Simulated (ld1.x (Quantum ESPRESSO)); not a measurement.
Ranking TM potentials for lithium (Li)

All share these settings but for the change named:

```
Element                 : lithium
Generator               : ld1.x (Quantum ESPRESSO) 7.5
Type                    : norm-conserving Troullier–Martins (Kleinman–Bylander form)
Functional              : Wu–Cohen
Relativity              : non-relativistic
Frozen core             : [He]
Valence charge          : 1
Reference configuration : 2s1 2p0
Partial waves           : 2s (bound): rc 2.70 bohr; 3d channel at -0.15 Ry: rc 3.50 bohr; 2p (bound, empty): rc 4.20 bohr
Local potential         : the p channel
Core correction         : none
```

Test errors are all-electron minus pseudo excitation energies from the reference, over 2s0.5 2p0; 2s0 2p1. None of these files shows a bound ghost.

The base gives 3.2 meV.

Of 5 variants that were run, those that failed, showed a ghost or another fault, or gave nearly equal values are left out.

A variant can come out equal or close to the base, since the largest error may sit in a test that the change hardly touches while other tests move.

Rank these variants by their largest absolute test error, smallest first.
A. all radii scaled by about 0.90 (s 2.44, p 3.78, d 3.16 bohr)
B. all radii scaled by about 1.36 (s 3.66, p 5.70, d 4.74 bohr)
C. all radii scaled by about 1.12 (s 3.04, p 4.72, d 3.94 bohr)
D. all radii scaled by about 1.26 (s 3.42, p 5.30, d 4.42 bohr)

A (3.2 meV), C (5.4 meV), D (9.9 meV), B (12.4 meV).
